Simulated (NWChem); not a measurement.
Molecule: C$_{3}$H$_{7}$FSi; SMILES C/C([SiH3])=C/F

```xyz
12

C     -1.8518    -0.8366     0.0000
C     -0.5486    -0.0895     0.0000
Si     1.1007    -1.0041     0.0000
C     -0.5322     1.2431     0.0000
F      0.6104     1.9356     0.0000
H     -2.7169    -0.1550     0.0000
H     -1.9389    -1.4906     0.8832
H     -1.9389    -1.4906    -0.8832
H      1.9078    -0.6752    -1.2132
H      1.9078    -0.6752     1.2132
H      0.8135    -2.4715     0.0000
H     -1.4096     1.9008     0.0000
```
Atoms are numbered in this order, from 1.

All runs use the structure optimised with PBE0/def2-SVP. Not confirmed as a minimum by frequencies.

Question: Give the principal values of the shielding tensors (ppm) of C1, C2, Si3, C4, F5 from LDA (Slater exchange, VWN5)/pcSseg-1, GIAO (NWChem), with their diamagnetic and paramagnetic parts as GIAO splits them.

Answer: 
```csv
atom,σ11,σ22,σ33,isotropic,diamagnetic,paramagnetic
C1,150.4,155.6,183.2,163.1,249.0,-85.9
C2,-39.4,80.7,159.1,66.8,262.8,-196.0
Si3,370.9,394.3,450.4,405.2,882.3,-477.1
C4,-92.2,53.9,75.0,12.2,251.7,-239.5
F5,146.2,239.8,351.3,245.8,472.8,-227.0
```
